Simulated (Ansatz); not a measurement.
```xyz
4

C     0.0000    0.0000   -0.6526
C     0.0000    0.0000    0.6526
H     0.0000    0.0000   -1.8136
H     0.0000    0.0000    1.8136
```

Basis set: 6-31G* (spherical functions). Correlated methods keep 2 orbitals frozen. Charge 0, multiplicity 1.

Computed with Ansatz (development build ahead of 0.2.0); each method stands on the lowest determinant of its kind that the runs found. Restricted open shells among the atoms or ions are ROHF, correlated in semicanonical orbitals with singles.

(1) Give the atomization energy at this shape (free ground-state atoms in the same class of orbitals less the molecule, no zero-point energy) of singlet C₂H₂ by RHF-MP2, RHF.

Answers

(1)

```tsv
method	atomization energy
RHF-MP2	15.84 eV
RHF	11.58 eV
```

Caution: the shape is not the minimum.
